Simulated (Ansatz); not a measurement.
Calculated with Ansatz (gas phase, PBE0-D4/def2-TZVP geometries, no zero-point term in ΔE). CBS: MP2 limit from def2 TZ/QZ plus the TZ coupled-cluster correction, frozen cores. DFT in def2-TZVPP. HSE06 is defined as in plane-wave codes. def2 core potentials past Kr. For Sn outer-core shells are correlated without core-valence functions, which leaves a few kJ/mol of doubt a bond.

`[BH2][SnH2][CH3]` + `B[C](=C)[AlH2]` → `BC(B)=C` + `[CH3][SnH2][AlH2]`  (redistribution)

```tsv
level	ΔE (kcal/mol)
HSE06-D4	-17.5
BHLYP-D4	-17.1
CAM-B3LYP-D4	-16.4
revPBE	-17.0
BHLYP	-17.3
LC-ωPBE	-15.9
MP2/def2-TZVPP	-15.5
SCS-MP2/def2-QZVPP	-15.6
```

(1) What does CCSD(T)/CBS give? (An estimate is asked.)

Largest T1 diagnostic among the species: 0.012.

## Answers

(1) Ansatz gave: -15.9 kcal/mol. The listed levels differ from it by -1.6, -1.2, -0.5, -1.1, -1.4, 0.0, 0.4, 0.3 kcal/mol.

In def2-TZVPP, CCSD(T) changes the Hartree–Fock value by +1.8 kcal/mol (the triples alone add +0.1 kcal/mol) and MP2 by +1.7 kcal/mol. Leaving LDA and LC-ωPBE aside and taking each functional with its dispersion term where it has one, the values, not all of them listed here, spread over 1.8 kcal/mol, from HSE06-D4 to ωB97M-V.
